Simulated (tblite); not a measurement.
Start geometry of `C=C(Cl)CO[SiH2][SiH](C)C` from a force field or distance geometry (Å):
```
atom  x, y, z in Å
C1    -2.460   -0.445    2.854
C2    -3.117   -0.641    1.688
Cl3   -4.816   -0.933    1.733
C4    -2.504   -0.650    0.309
O5    -1.101   -0.412    0.385
Si6   -0.250   -0.378   -1.053
Si7    2.003    0.006   -0.636
C8     2.174    1.583    0.336
C9     2.904    0.095   -2.251
H10   -1.403   -0.263    2.882
H11   -2.993   -0.452    3.805
H12   -2.993    0.115   -0.288
H13   -2.691   -1.638   -0.131
H14   -0.790    0.706   -1.906
H15   -0.440   -1.661   -1.753
H16    2.563   -1.118    0.180
H17    3.220    1.795    0.553
H18    1.636    1.512    1.286
H19    1.764    2.434   -0.218
H20    2.804   -0.832   -2.812
H21    2.511    0.919   -2.870
H22    3.966    0.279   -2.094
```

Problem. What comes out of this run: GFN2-xTB geometry optimisation, gas phase (tblite 0.8.0)?

Solution. 
```
atom  x, y, z in Å
C1    -2.0079   -0.3933    2.7065
C2    -2.8657   -0.6068    1.7278
Cl3   -4.5480   -0.8628    2.0404
C4    -2.5337   -0.6591    0.2655
O5    -1.1763   -0.4650    0.0640
Si6   -0.3836   -0.3618   -1.3561
Si7    1.7527   -0.0440   -0.5530
C8     1.9306    1.5861    0.4278
C9     2.9540    0.0316   -2.0277
H10   -0.9690   -0.2409    2.4745
H11   -2.3080   -0.3679    3.7381
H12   -3.1130    0.1110   -0.2634
H13   -2.8422   -1.6327   -0.1412
H14   -0.9953    0.7058   -2.1717
H15   -0.6455   -1.5750   -2.1523
H16    2.2374   -1.1243    0.3361
H17    2.9520    1.7483    0.7621
H18    1.2928    1.5872    1.3070
H19    1.6468    2.4424   -0.1789
H20    2.9407   -0.8936   -2.5954
H21    2.6956    0.8356   -2.7113
H22    3.9751    0.1984   -1.6995
```

The energy falls by 0.295 eV over 101 L-BFGS steps, the largest force on an atom goes from 2.04 to 0.009 eV/Å, and the atoms move by 0.355 Å rms after alignment. Among the bonds, Si7–C8 and Si7–C9 change most and about equally (+0.051 to +0.052 Å). Bonds longer at the end by more than 0.005 Å: 4 of 21; shorter: 10. Among the angles that change most is O5–Si6–Si7, from 110.0° to 99.0°. Rotational constants go from 2783, 313.5, 290.8 to 2488, 345.4, 314.9 MHz. The orientation of the end geometry is arbitrary; only internal coordinates are fixed.

Its GFN2-xTB frequencies are all real (lowest 16 cm⁻¹). One conformer, not necessarily the lowest.

The numbers are calculated, not measured.
